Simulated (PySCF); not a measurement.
# From computed data to an observable: dipole moment from atomic charges

Al(F)(OH)(NH2) (AlFH3NO), SMILES [F][Al]([NH2])[OH]. Atoms are numbered in the order given.

```xyz
7

Al     0.0134     0.0243     0.0000
F      1.6273     0.4528     0.0000
O     -1.2043     1.2112     0.0000
H     -1.0370     2.1599     0.0000
N     -0.4281    -1.6800     0.0000
H     -1.3829    -2.0275     0.0000
H      0.2308    -2.4531     0.0000
```

Geometry: TPSSh-D3(BJ)/def2-SVP. One conformer was computed; it need not be the lowest.

Charges (e) from B3LYP/def2-TZVPD run with PySCF:

```json
[
 {"atom": "Al1", "ESP fit": "1.308", "IAO": "1.409"},
 {"atom": "F2", "ESP fit": "-0.491", "IAO": "-0.582"},
 {"atom": "O3", "ESP fit": "-0.787", "IAO": "-0.841"},
 {"atom": "H4", "ESP fit": "0.372", "IAO": "0.371"},
 {"atom": "N5", "ESP fit": "-1.225", "IAO": "-0.910"},
 {"atom": "H6", "ESP fit": "0.418", "IAO": "0.277"},
 {"atom": "H7", "ESP fit": "0.406", "IAO": "0.275"}
]
```

The dipole moment of the full density is 0.96 D.

Problem. What dipole moment does each set of point charges give, and which comes closer to that of the density?

Solution. 
μ = Σ q r, and 1 e Å = 4.8032 D.
ESP fit: Σ q r = (-0.179, -0.126, 0.000) e Å, |μ| = 1.05 D.
IAO: Σ q r = (-0.230, -0.154, 0.000) e Å, |μ| = 1.33 D.
ESP fit comes closer in size. Point charges leave out the atoms' own dipoles (lone pairs, polarised bonds); fits to the potential absorb them, partitions of the density don't.
